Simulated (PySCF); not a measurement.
BiFCl2, SMILES [F][Bi]([Cl])[Cl].

The structure is a stationary point at PBE-D3(BJ)/def2-SVP. The def2 effective core potentials stand for the cores of Bi; spin–orbit coupling is left out.

The numbers are results of ωB97X/def2-TZVPD (PySCF), not measurements.

Estimate the frontier levels, gap, dipole moment and polarisability. (Estimate from the structure and the level; the computed values follow.)


| Quantity | Result |
|---|---|
| highest occupied level | -11.33 eV |
| lowest empty level | -0.71 eV |
| orbital gap | 10.62 eV |
| dipole moment | 4.54 D |
| quadrupole, principal values (traceless, Buckingham form, about the centre of nuclear charge) | -4.85, -3.01, 7.86 D·Å |
| mean static polarisability | 74.2 bohr³ (11.00 Å³) |
| polarisability, principal values | 59.0, 73.2, 90.4 bohr³ |
